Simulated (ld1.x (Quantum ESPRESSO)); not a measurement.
## rubidium (Rb), TM: configuration errors across variants

```
Element                 : rubidium (Rb)
Generator               : ld1.x (Quantum ESPRESSO) 7.5
Type                    : norm-conserving Troullier–Martins (Kleinman–Bylander form)
Functional              : LDA (PZ)
Relativity              : scalar-relativistic
Frozen core             : [Kr]
Valence charge          : 1
Reference configuration : 5s1 5p0
Partial waves           : 5s (bound): rc 4.20 bohr; 5p (bound, empty): rc 3.70 bohr; 4d channel at -0.15 Ry: rc 3.40 bohr
Local potential         : the d channel
Core correction         : a·sin(br)/r model core, default radius (core density twice the valence density)
```

All-electron excitation energies from the reference (eV): (1) 5s0.5 5p0 1.659; (2) 5s0 5p1 1.620; (3) 5s1 5p0 spin -0.125; (4) 5s0.5 5p0 spin 1.616.

Spin tests fill each open shell by Hund’s rule, majority spin first.

The default core radius of the base comes out at 3.28 bohr.

A true bound ghost makes a file unfit for plane-wave use even where its test errors are small: the radial tests pick states by their node count and pass the ghost by.

Errors AE − PS in meV (a dash: test not solved or not reliable):

```tsv
change	(1)	(2)	(3)	(4)	bound ghosts
base	-2.9	+19	+0.9	-2.7	s
core correction none	+17	+447	+47	+41	s
core correction a·sin(br)/r model core inside 1.48 bohr	-3.5	+14	-1.2	-4.2	s
core correction a·sin(br)/r model core inside 2.04 bohr	-3.5	+14	-1.2	-4.1	s
core correction a·sin(br)/r model core inside 2.64 bohr	-3.4	+15	-1.0	-4.0	s
core correction a·sin(br)/r model core inside 3.08 bohr	-3.2	+17	-0.1	-3.4	s
core correction a·sin(br)/r model core inside 3.50 bohr	-2.1	+25	+3.0	-1.0	s
```

Task: Give the same row for: core correction a·sin(br)/r model core inside 3.88 bohr.

Result: -0.1, +43, +8.2, +3.3; bound ghosts: s.
